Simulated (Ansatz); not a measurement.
Species: CdSe, charge 0, multiplicity 1. SMILES: [Se]=[Cd]
Coordinates optimised at B3LYP-D3(BJ)/def2-TZVP (Ansatz, a quantum-chemistry and plane-wave program):
```
Cd
Se 1 2.3922
```
Charge 0, spin multiplicity 1.

Property: vertical ionisation energy (to the doublet state of charge +1; each state is the SCF solution reached for its spin; for the singlet the Hartree-Fock reference is unstable and T1 is 0.023), in eV. Correlated levels leave the core frozen unless marked. Open shells are spin-unrestricted. No spin-orbit coupling. Frozen are the shells of the preceding noble gas and the d and f shells that filled before the atom's block. Past Kr the def2 sets carry scalar-relativistic core potentials. Basis-set limits of correlation are two-point, X^-3; Hartree-Fock from the larger set.

```json
[
 {"level": "SVWN5/def2-TZVPD", "program": "Ansatz", "vertical ionisation energy (eV)": "8.47", "minus last row": "0.32"},
 {"level": "PBE/def2-TZVPD", "program": "Ansatz", "vertical ionisation energy (eV)": "8.12", "minus last row": "-0.03"},
 {"level": "B3LYP/def2-TZVPD", "program": "Ansatz", "vertical ionisation energy (eV)": "8.12", "minus last row": "-0.03"},
 {"level": "CAM-B3LYP/def2-TZVPD", "program": "Ansatz", "vertical ionisation energy (eV)": "8.00", "minus last row": "-0.15"},
 {"level": "CCSD/def2-SVPD", "program": "Ansatz", "vertical ionisation energy (eV)": "7.68", "minus last row": "-0.47"},
 {"level": "CCSD/CBS(def2-TZVPPD,def2-QZVPPD)", "program": "Ansatz", "vertical ionisation energy (eV)": "7.95", "minus last row": "-0.20"},
 {"level": "CCSD(T)/CBS(def2-TZVPPD,def2-QZVPPD)", "program": "Ansatz", "vertical ionisation energy (eV)": "8.15", "minus last row": "0.00"}
]
```
